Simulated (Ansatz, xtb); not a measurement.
## Two isomers of C5H4ClPS

We compare a, `SC1=C(Cl)C=PC=C1`, a singlet, with b, `SC1=C(Cl)C=CP=C1`, a singlet. Both are isolated molecules in the gas phase, relaxed with PBE-D3(BJ)/def2-SVP; the shapes shown needn't be the lowest conformers.

a (Å):

```csv
atom,x (Å),y (Å),z (Å)
C,0.1226,0.8045,0.3006
C,1.4772,1.1668,0.5047
C,2.5699,0.4925,-0.0349
C,0.7599,-1.1259,-1.1342
C,-0.1938,-0.3221,-0.5063
Cl,-1.8860,-0.7565,-0.7482
P,2.4990,-0.9259,-1.0652
S,-1.0781,1.8245,1.0967
H,-2.1574,1.1284,0.6373
H,1.6632,2.0499,1.1400
H,3.5741,0.8815,0.2042
H,0.3788,-1.9697,-1.7321
```

b (Å):

```yaml
atoms:
  - { symbol: C, position_ang: [-0.0707, 0.8158, -0.6378] }
  - { symbol: C, position_ang: [0.7321, 0.4133, -1.7251] }
  - { symbol: C, position_ang: [2.2993, -0.8360, 0.0434] }
  - { symbol: C, position_ang: [1.3997, -0.3532, 0.9961] }
  - { symbol: C, position_ang: [0.2742, 0.4297, 0.6854] }
  - { symbol: Cl, position_ang: [-0.7247, 0.9309, 2.0356] }
  - { symbol: P, position_ang: [2.1840, -0.5541, -1.6816] }
  - { symbol: S, position_ang: [-1.4875, 1.8020, -1.0353] }
  - { symbol: H, position_ang: [-1.9237, 1.9381, 0.2494] }
  - { symbol: H, position_ang: [0.4087, 0.7469, -2.7268] }
  - { symbol: H, position_ang: [3.1484, -1.4414, 0.4018] }
  - { symbol: H, position_ang: [1.5603, -0.5865, 2.0608] }
```

Energies in hartree; the thermal terms are from GFN2-xTB frequencies at re-optimised GFN2-xTB minima (ideal gas, soft modes damped towards free rotors, one conformer each, 298.15 K, 1 atm) and include the zero-point energy:

```
                               a            b
E, CCSD(T)/def2-SVP  −1390.019303  −1390.019048
    E, MP2/def2-SVP  −1389.918983  −1389.918781
  E, MP2/def2-TZVPP  −1390.810924  −1390.810755
  zero-point energy      0.070763      0.070729
       H(298 K) − E      0.079758      0.079728
       G(298 K) − E      0.037240      0.037196
```

Question: Correct the CCSD(T) difference for the basis set by the MP2 change, then work out ΔE, ΔE₀, ΔH and ΔG for a → b in kJ/mol (1 Eh = 2625.50 kJ/mol) and the equilibrium ratio [b]/[a].

Answer: 1. Differences b − a: CCSD(T) +0.000255, MP2 in the small set +0.000202, MP2 in the large set +0.000169 Eh.
2. ΔE = +0.000255 + (+0.000169 − (+0.000202)) = +0.000222 Eh = +0.58 kJ/mol.
3. ΔE₀ = ΔE + ΔZPE = +0.000222 + (−0.000034) Eh = +0.49 kJ/mol.
4. ΔH = ΔE + (−0.000030) Eh = +0.50 kJ/mol.
5. ΔG = ΔE + (−0.000044) Eh = +0.47 kJ/mol, so ΔS = (ΔH − ΔG)/T = +0.1 J/(mol K).
6. kT = 0.9442 mEh, so K = [b]/[a] = exp(−ΔG/kT) = exp(−0.19) ≈ 0.83.

The two are too close for this level to say which is favoured. An error of 4 kJ/mol in ΔG would change K by a factor of 5. Mirror images and further conformers aren't counted.

As drawn, both hold the same kinds of bond in the same numbers.

Other levels gave ΔE = +2.2 (GFN2-xTB); +4.3 (HF/STO-3G, GFN2-xTB geometries); +2.8 (r2SCAN-D4/def2-SVP, GFN2-xTB geometries); +2.7 (PBE-D3(BJ)/def2-SVP); −0.1 (HF/def2-SVP); +0.5 (MP2/def2-SVP); +0.7 (CCSD(T)/def2-SVP) kJ/mol. The correlated steps freeze 20 core orbitals. Programs: Ansatz 0.2.0, xtb 6.7.1.
